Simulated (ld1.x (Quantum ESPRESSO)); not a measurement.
**Building the TM potential for silicon (Si) (Wu–Cohen, scalar-relativistic).**

| Quantity | Value |
| --- | --- |
| Element | silicon |
| Generator | ld1.x (Quantum ESPRESSO) 7.5 |
| Type | norm-conserving Troullier–Martins (Kleinman–Bylander form) |
| Functional | Wu–Cohen |
| Relativity | scalar-relativistic |
| Frozen core | [Ne] |
| Valence charge | 4 |
| Reference configuration | 3s2 3p2 |
| Partial waves | 3s (bound): rc 1.80 bohr; 3p (bound): rc 2.35 bohr; 3d channel at 0.4 Ry: rc 2.00 bohr |
| Local potential | all-electron potential smoothed inside 2.30 bohr (lloc = -1) |
| Core correction | none |

Results:

- Cutoffs needed: 15 Ry and 35 Ry (the cutoffs (Ry, on a coarse ladder) from which the occupation-weighted sum of valence levels, in a spherical-Bessel basis at the reference potential, stays within 10 and 1 mRy of its value at 400 Ry)
- Ghost test: no extra level below or beside the all-electron valence levels (s, p, d, f tested) (spherical-Bessel basis up to 400 Ry, 20 bohr box)
- Largest excitation error: +82 meV (all-electron minus pseudo) for 3s1 3p0, out of 7 test configurations

Generation and tests took about 1 s on one core of a shared server CPU.
